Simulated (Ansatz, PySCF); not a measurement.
Se(Br)(Me) (CH₃BrSe), SMILES [Se](Br)C.

Geometry optimised at B3LYP-D3(BJ)/def2-SVP.

Vertical ionisation energy (IE) and electron affinity (EA) in eV. Rows of orbital energies are one-electron estimates. Where ΔSCF, EOM or ADC give a negative EA the extra electron is unbound and the value depends on the basis.

```tsv
level	IE	EA
−ε(HOMO), −ε(LUMO), ωB97X/def2-TZVPD (PySCF)	8.88	0.39
−ε(HOMO), −ε(LUMO), PBE/def2-TZVPD (PySCF)	5.42	3.36
ΔSCF, PBE0/def2-SVPD (Ansatz), final states of multiplicity 2 and 2	8.79	0.72
ΔSCF, PBE/def2-SVPD (Ansatz), final states of multiplicity 2 and 2	8.57	0.71
```

Problem. What vertical singlet–triplet gap does ΔSCF give with PBE0/def2-SVPD (Ansatz, a quantum-chemistry and plane-wave program) and with PBE/def2-SVPD (Ansatz)? (The exact figures need the calculation; the answer reports its results.)

Solution. 1.86 and 1.80 eV (triplet above singlet where positive).
